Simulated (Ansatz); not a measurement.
Frontier orbitals of Br$_{2}$H$_{2}$OSn (`[OH][SnH]([Br])[Br]`).

The species carries charge 0 and has multiplicity 1. Correlated methods include outer-core shells of Br, Sn, which these sets cover unevenly. Scalar relativity is left out up to krypton. Sn: def2 effective core potential. All single points use the PBE0-D4/def2-TZVP geometry. It is one conformer, not always the lowest. Basis def2-TZVPP, Ansatz.

```json
{"functional": "PBE", "HOMO (eV)": "-7.29", "LUMO (eV)": "-2.97", "gap (eV)": "4.32"}
{"functional": "r2SCAN", "HOMO (eV)": "-7.65", "LUMO (eV)": "-2.78", "gap (eV)": "4.87"}
{"functional": "PBE0", "HOMO (eV)": "-8.61", "LUMO (eV)": "-2.10", "gap (eV)": "6.51"}
{"functional": "r2SCANh", "HOMO (eV)": "-8.13", "LUMO (eV)": "-2.47", "gap (eV)": "5.66"}
{"functional": "BHLYP", "HOMO (eV)": "-9.74", "LUMO (eV)": "-1.17", "gap (eV)": "8.57"}
{"functional": "LC-ωPBE", "HOMO (eV)": "-11.33", "LUMO (eV)": "0.09", "gap (eV)": "11.42"}
{"functional": "ωB97M-V", "HOMO (eV)": "-10.81", "LUMO (eV)": "-0.15", "gap (eV)": "10.66"}
```

From PBE to PBE0 the HOMO moves by −1.32 eV and the LUMO by +0.87 eV, and with ωB97M-V by −3.52 and +2.82 eV, so the gap grows from 4.31 to 10.66 eV with exact exchange.

LC-ωPBE has ω = 0.4 bohr⁻¹.
